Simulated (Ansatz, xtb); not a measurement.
# C2H4GeN2Si: which of two isomers lies lower

Structure I is `N#C[SiH2][GeH2][C]#N`, a singlet and structure II is `N#C[SiH]([GeH3])C#N`, a singlet. Both are isolated molecules in the gas phase, relaxed with PBE-D3(BJ)/def2-SVP, each in the lowest conformer that the search found.

I (Å):

```xyz
10

C     1.0967   -1.6507    0.9207
C     1.0637    3.2606   -0.0905
Ge    0.2772    1.6669    0.6745
N     0.5955   -2.6020    1.3925
N     1.5827    4.1973   -0.5710
Si    1.8268   -0.0999    0.1990
H     1.9815   -0.2967   -1.2783
H     3.1475    0.1501    0.8609
H    -1.0892    1.4599   -0.0144
H     0.1150    1.9231    2.1887
```

II (Å):

```
atom    x (Å)    y (Å)    z (Å)
   C  -1.6575  -1.5802   0.3195
   C  -1.5575   1.1771  -0.8190
  Ge  -2.3398   0.9927   2.5717
   N  -2.0145  -2.6865   0.1558
   N  -1.8497   1.8663  -1.7233
  Si  -1.1276   0.1643   0.6785
   H   0.3619   0.1746   0.8345
   H  -1.9129   2.4590   2.8178
   H  -3.8500   0.9098   2.2559
   H  -1.9889   0.1159   3.7969
```

**Question.** Which of the two would you expect CCSD(T)/def2-SVP + ΔMP2/def2-TZVPP electronic energies to favour?

**Answer.** Structure II; the calculation gives E(II) − E(I) = −5.01 kJ/mol.

Level by level:

```
                             level             geometry  E(II) − E(I) (kJ/mol)  departure from the last row (kJ/mol)  job, with rough time for the two
                          GFN2-xTB             GFN2-xTB                  +22.66                                +27.68              optimisation, 0.61 s
                         HF/STO-3G             GFN2-xTB                   +0.75                                 +5.77                 single point, 5 s
                r2SCAN-D4/def2-SVP             GFN2-xTB                   −6.84                                 −1.82                single point, 14 s
               PBE-D3(BJ)/def2-SVP  PBE-D3(BJ)/def2-SVP                   −9.97                                 −4.96             optimisation, 1.7 min
                       HF/def2-SVP  PBE-D3(BJ)/def2-SVP                   −4.18                                 +0.83           part of the CCSD(T) run
                      MP2/def2-SVP  PBE-D3(BJ)/def2-SVP                   −9.23                                 −4.21           part of the CCSD(T) run
                  CCSD(T)/def2-SVP  PBE-D3(BJ)/def2-SVP                   −7.88                                 −2.87                      single point
CCSD(T)/def2-SVP + ΔMP2/def2-TZVPP  PBE-D3(BJ)/def2-SVP                   −5.01                                                   single point, 2.8 min
```

As drawn, II has 1 C–Si, 1 Ge–H in place of 1 C–Ge, 1 Si–H.

GFN2-xTB puts the two in the other order. HF/STO-3G finds them nearly level. The largest departure from CCSD(T)/def2-SVP + ΔMP2/def2-TZVPP is that of GFN2-xTB, 27.68 kJ/mol. The last row adds to CCSD(T) the change of the MP2 difference between the two basis sets, here +2.87 kJ/mol.

With thermal terms from frequencies at re-optimised GFN2-xTB minima (ideal gas, soft modes damped towards free rotors, one conformer each, 298.15 K, 1 atm): on the last row, ΔE + ΔZPE = −5.03, ΔH = −4.53, ΔG = −6.91 kJ/mol.

The correlated steps freeze 18 core orbitals; the filled d shell of Ge is correlated, in a basis made for valence electrons. Run with Ansatz 0.2.0, xtb 6.7.1; the last row on 2 threads of Intel(R) Xeon(R) Processor @ 2.50GHz (Skylake/Cascade Lake) on a shared host.
